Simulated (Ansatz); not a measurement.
Basis sets compared for the cluster Cs₃I₄. The state is a doublet with charge 0. Geometry PBE0-D4/def2-SVP. Ansatz on 4 threads of Intel Xeon 6975P-C on a shared host; times are rough, and most runs start from earlier orbitals.

```xyz
7

Cs   -1.258    1.652    3.829
Cs    2.075    0.799   -0.297
Cs   -1.747   -1.232   -0.665
I    -1.319    2.443    0.333
I     0.294    0.090   -3.596
I     0.407   -1.231    2.490
I     1.549   -2.520   -2.095
```

In the def2 sets Cs, I take a core potential; there is no spin–orbit coupling. In the doublet, I5 and I7 lie 3.26 Å apart (atoms count from 1), so these atoms are partly bonded to each other. Another isomer (doublet) lies 0.03 eV lower at PBE-D4/def2-SVP; other spin states weren't run for this one.

Binding counts from free atoms (Cs doublet, I doublet) in the same basis, without a counterpoise term.

```json
{"level": "PBE-D4/def2-SVP", "functions": "176", "energy (Eh)": "-1251.6017", "HOMO (eV)": "-4.49", "LUMO (eV)": "-3.81", "binding per atom (eV)": "2.09", "wall time": "3.9 s"}
{"level": "PBE0-D4/def2-SVP", "functions": "176", "energy (Eh)": "-1251.6963", "HOMO (eV)": "-5.59", "LUMO (eV)": "-3.13", "binding per atom (eV)": "2.10", "wall time": "7.5 s"}
```

(1) Estimate the rows for PBE-D4/def2-TZVP (with forces), PBE0-D4/def2-TZVP.

Answers

(1) 
```csv
level,functions,energy (Eh),HOMO (eV),LUMO (eV),binding per atom (eV),wall time
PBE-D4/def2-TZVP (with forces),287,-1251.6402,-4.55,-3.84,2.09,8 s
PBE0-D4/def2-TZVP,287,-1251.7303,-5.62,-3.13,2.09,14 s
```
